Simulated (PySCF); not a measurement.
Orbital picture of HgCl

r²SCAN at R = 2.408 Å; Hg def2-TZVPP with ECP60, Cl def2-TZVPP; scalar-relativistic core potentials (PySCF 2.14). State: ²Σ⁺ (doublet), unpaired electrons σ ↑. Only the outer orbitals are listed, counted within each symmetry, core potentials removing the inner ones.

| spin | orbital | occ. | ε (eV) | on Hg (%) | main shells (%) |
| --- | --- | --- | --- | --- | --- |
| α | 8σ | 1 | -9.55 | 57 | 44 Hg s, 42 Cl p, 13 Hg d |
| α | 4π | 1 | -7.60 | 5 | 95 Cl p |
| α | 4π | 1 | -7.60 | 5 | 95 Cl p |
| α | 9σ | 1 | -6.67 | 65 | 49 Hg s, 35 Cl p, 14 Hg p |
| α | 5π | 0 | -1.20 | 98 | 97 Hg p |
| α | 5π | 0 | -1.20 | 98 | 97 Hg p |
| α | 10σ | 0 | 0.53 | 98 | 89 Hg p |
| β | 8σ | 1 | -8.99 | 56 | 46 Hg s, 43 Cl p, 8 Hg d |
| β | 4π | 1 | -7.41 | 5 | 95 Cl p |
| β | 4π | 1 | -7.41 | 5 | 95 Cl p |
| β | 9σ | 0 | -5.17 | 64 | 52 Hg s, 36 Cl p, 8 Hg p |
| β | 5π | 0 | -0.81 | 98 | 98 Hg p |
| β | 5π | 0 | -0.81 | 98 | 98 Hg p |

Question: Which are the highest filled and the lowest empty level, where do they sit, and how wide is the gap?

Answer: Highest filled α 9σ at -6.67 eV (in %: 49 Hg s, 35 Cl p, 14 Hg p); lowest empty β 9σ at -5.17 eV (in %: 52 Hg s, 36 Cl p, 8 Hg p); the gap at r²SCAN is 1.50 eV.

```
bond order (Mayer)                               : 0.89
⟨S²⟩                                             : 0.757
charge on Hg (Mulliken, basis-dependent)         : 0.36
charge on Hg (Löwdin, basis-dependent)           : 0.13
dipole moment (positive dipole means Hg(−)Cl(+)) : -2.77 D
```

Spin–orbit coupling is left out. The state is the lowest determinant that a PBE0 search found; another state may lie lower at other levels.
